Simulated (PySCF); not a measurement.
SnI₂, SMILES [I][Sn][I] (connectivity only; charge and spin as stated), neutral, multiplicity 1.

Coordinates come from a B3LYP-D3(BJ)/def2-SVP optimisation. The isomer is the one that the SMILES or the coordinates give; other isomers of the formula were not compared. The def2 effective core potentials stand for the cores of I, Sn; spin–orbit coupling is left out.

Two levels are set side by side: TDDFT-PBE/def2-SVPD (PySCF) and TDDFT-PBE0/def2-SVPD (PySCF). Vertical, same geometry. The lowest singlet is HOMO→LUMO 100 % with PBE and HOMO→LUMO 100 % with the other functional; states are paired by order. Differences are taken from unrounded values.

| quantity | TDDFT-PBE0 |
|---|---|
| lowest singlet excitation (eV) | 2.78 |
| lowest triplet excitation (TDA) (eV) | 2.20 |

**Question.** What does TDDFT-PBE give, and how far is it from TDDFT-PBE0? (The exact figures need the calculation; the answer reports its results.)

**Answer.** 
```
quantity                              TDDFT-PBE  TDDFT-PBE minus TDDFT-PBE0
------------------------------------  ---------  --------------------------
lowest singlet excitation (eV)             2.34                       -0.43
lowest triplet excitation (TDA) (eV)       2.13                       -0.07
```

A lower first singlet is the usual sign of a functional without exact exchange. Differences between two approximate levels are no errors against the true value.

Rough cost on one machine, each run with all the roots and properties that it gave: TDDFT-PBE0 against TDDFT-PBE about 3 times.
